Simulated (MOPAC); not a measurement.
MOPAC input (PM3):

```
PM3 FORCE THERMO(298,298) PRECISE LET GEO-OK AUX(PRECISION=9) THREADS=1
CH2BrF

F    -1.77566975 1    0.86232368 1   -0.11897176 1
C    -1.20610246 1   -0.33653024 1    0.05242143 1
Br    0.74949102 1   -0.10911541 1    0.01339835 1
H    -1.48205766 1   -0.74171158 1    1.03290641 1
H    -1.48774674 1   -1.00238819 1   -0.77158556 1
```

Output:

```
 *******************************************************************************
 **                                                                           **
 **                              MOPAC v23.2.5                                **
 **                                                                           **
 *******************************************************************************
 ** MOPAC's Digital Object Identifier: https://doi.org/10.5281/zenodo.6511958 **
 **                                                                           **
 ** Please cite the open-source release paper for use of this MOPAC version:  **
 ** J. E. Moussa and J. J. P. Stewart (2026)                                  **
 ** MOPAC: An open-source semiempirical molecular orbital program             **
 ** J. Open Source Softw., 11(119), 8025, https://doi.org/10.21105/joss.08025 **
 *******************************************************************************

                              PM3 CALCULATION RESULTS

 *******************************************************************************
 *  PM3        - The PM3 Hamiltonian to be used
 *  GEO-OK     - OVERRIDE INTERATOMIC DISTANCE AND OTHER SAFETY CHECKS
 *  LET        - OVERRIDE SOME SAFETY CHECKS
 *  PRECISE    - TIGHTER CRITERIA TO BE USED
 *  FORCE      - FORCE CALCULATION SPECIFIED
 *  AUX        - OUTPUT AUXILIARY INFORMATION
 *  THERMO     - THERMODYNAMIC QUANTITIES TO BE CALCULATED
 *******************************************************************************
PM3 FORCE THERMO(298,298) PRECISE LET GEO-OK AUX(PRECISION=9) THREADS=1
 CH2BrF

   ATOM   CHEMICAL          X               Y               Z
  NUMBER   SYMBOL      (ANGSTROMS)     (ANGSTROMS)     (ANGSTROMS)

     1       F         -1.77566975  *   0.86232368  *  -0.11897176  *
     2       C         -1.20610246  *  -0.33653024  *   0.05242143  *
     3      Br          0.74949102  *  -0.10911541  *   0.01339835  *
     4       H         -1.48205766  *  -0.74171158  *   1.03290641  *
     5       H         -1.48774674  *  -1.00238819  *  -0.77158556  *

          CARTESIAN COORDINATES

    NO.       ATOM           X           Y           Z

     1         F         -1.7757      0.8623     -0.1190
     2         C         -1.2061     -0.3365      0.0524
     3        Br          0.7495     -0.1091      0.0134
     4         H         -1.4821     -0.7417      1.0329
     5         H         -1.4877     -1.0024     -0.7716

  H: (PM3): J. J. P. STEWART, J. COMP. CHEM. 10, 209 (1989).
  C: (PM3): J. J. P. STEWART, J. COMP. CHEM. 10, 209 (1989).
  F: (PM3): J. J. P. STEWART, J. COMP. CHEM. 10, 209 (1989).
 Br: (PM3): J. J. P. STEWART, J. COMP. CHEM. 10, 209 (1989).

           Empirical Formula: C H2 F Br  =     5 atoms

      MOLECULAR POINT GROUP   :   Cs

      RHF CALCULATION, NO. OF DOUBLY OCCUPIED LEVELS = 10

          HEAT OF FORMATION =     -46.526894 KCALS/MOLE

          CARTESIAN COORDINATE DERIVATIVES
[...]
 TRANSITION DIPOLE   0.1397         C 2 -- H 4         +49.0% ( 72.4%)      0.2%
 TRAVEL (Ang.)       0.3655         F 1 -- C 2          +1.1% ( 10.8%)      0.0%
 REDUCED MASS        0.4827         C 2 -- Br3          +0.8% (  9.2%)      0.0%
 EFFECTIVE MASS      1.3031
 FORCE CONSTANT      0.3110

 VIBRATION          5    3A'         ATOM PAIR     ENERGY CONTRIBUTION    RADIAL
 FREQUENCY          1150.52         C 2 -- H 4         +40.8% ( 62.2%)      0.0%
 TRANSITION DIPOLE   0.4115         C 2 -- H 5         +40.8% ( 62.2%)      0.0%
 TRAVEL (Ang.)       0.3081         F 1 -- C 2          +9.8% ( 30.5%)     76.0%
 REDUCED MASS        0.6173         F 1 -- Br3          +7.6% ( 26.8%)     25.7%
 EFFECTIVE MASS      2.7915
 FORCE CONSTANT      0.4814

 VIBRATION          6    4A'         ATOM PAIR     ENERGY CONTRIBUTION    RADIAL
 FREQUENCY          1276.36         C 2 -- H 4         +43.2% ( 60.8%)      0.7%
 TRANSITION DIPOLE   0.9778         C 2 -- H 5         +43.2% ( 60.8%)      0.7%
 TRAVEL (Ang.)       0.3274         F 1 -- C 2          +8.0% ( 26.2%)     42.9%
 REDUCED MASS        0.4930         C 2 -- Br3          +4.1% ( 18.8%)     98.9%
 EFFECTIVE MASS      2.1039
 FORCE CONSTANT      0.4732

 VIBRATION          7    5A'         ATOM PAIR     ENERGY CONTRIBUTION    RADIAL
 FREQUENCY          1518.08         F 1 -- C 2         +39.1% ( 96.1%)    100.0%
 TRANSITION DIPOLE   2.3340         C 2 -- H 4         +19.0% ( 67.0%)      4.3%
 TRAVEL (Ang.)       0.0849         C 2 -- H 5         +19.0% ( 67.0%)      4.3%
 REDUCED MASS        6.1663         C 2 -- Br3         +17.6% ( 64.5%)      8.6%
 EFFECTIVE MASS     13.1644
 FORCE CONSTANT      8.3726

 VIBRATION          8    6A'         ATOM PAIR     ENERGY CONTRIBUTION    RADIAL
 FREQUENCY          3036.98         C 2 -- H 5         +49.4% ( 69.9%)     96.4%
 TRANSITION DIPOLE   0.1428         C 2 -- H 4         +49.4% ( 69.9%)     96.4%
 TRAVEL (Ang.)       0.2142         F 1 -- C 2          +0.7% (  8.1%)     46.0%
 REDUCED MASS        0.4838         C 2 -- Br3          +0.6% (  7.8%)     25.1%
 EFFECTIVE MASS      1.2727
 FORCE CONSTANT      2.6288

 VIBRATION          9    3A"         ATOM PAIR     ENERGY CONTRIBUTION    RADIAL
 FREQUENCY          3038.94         C 2 -- H 4         +48.8% ( 72.0%)     96.7%
 TRANSITION DIPOLE   0.1683         C 2 -- H 5         +48.8% ( 72.0%)     96.7%
 TRAVEL (Ang.)       0.2045         F 1 -- C 2          +1.2% ( 11.3%)      0.0%
 REDUCED MASS        0.5308         C 2 -- Br3          +1.2% ( 11.3%)      0.0%
 EFFECTIVE MASS      1.5875
 FORCE CONSTANT      2.8880

      SYMMETRY NUMBER FOR POINT-GROUP Cs  =  1

          SYSTEM IS A GROUND STATE

 CH2BrF

          MOLECULE IS NOT LINEAR

          THERE ARE  9 GENUINE VIBRATIONS IN THIS SYSTEM
          THIS THERMODYNAMICS CALCULATION IS LIMITED TO
          MOLECULES WHICH HAVE NO INTERNAL ROTATIONS

                    CALCULATED THERMODYNAMIC PROPERTIES
                                          *
   TEMP. (K)   PARTITION FUNCTION   H.O.F.    ENTHALPY  HEAT CAPACITY ENTROPY
                                   KCAL/MOL   CAL/MOLE    CAL/K/MOL  CAL/K/MOL

 298.00  VIB.     0.1253D+01                   352.3942     3.6837     1.6301
         ROT.     0.3821D+05                   888.2803     2.9808    23.9477
         INT.     0.4787D+05                  1240.6745     6.6645    25.5778
         TRA.     0.1160D+28                  1480.4672     4.9680    40.0782
         TOT.                      -46.527    2721.1417    11.6325    65.6560

   *: NOTE: HEATS OF FORMATION ARE RELATIVE TO THE
            ELEMENTS IN THEIR STANDARD STATE AT 298K
              (=  Standard Enthalpy of Formation).

            Hvib:  Zero-point energy is not included.
                   frequencies of less than zero cm-1 are not included.
            Hrot = (3/2)RT
            Htra = (3/2)RT + pV = (5/2)RT

            Heat capacity is Cp, not Cv

          For more information, see: HTTP://OpenMOPAC.net/Manual/thermochemistry.html

           FORCE CONSTANT IN CARTESIAN COORDINATES (Millidynes/A)

    ATOM   CHEMICAL       X               Y               Z
   NUMBER   SYMBOL  FORCE CONSTANT  FORCE CONSTANT  FORCE CONSTANT

      1       F       10.317593        1.024685        0.526333
      2       C       11.297731        5.050511        8.183359
      3      Br        1.000940        3.242126        0.249437
      4       H        1.079632        1.579447        3.748190
      5       H        1.079631        1.579445        3.748193

 **********************
 *                    *
 * JOB ENDED NORMALLY *
 *                    *
 **********************

 == MOPAC DONE ==
```
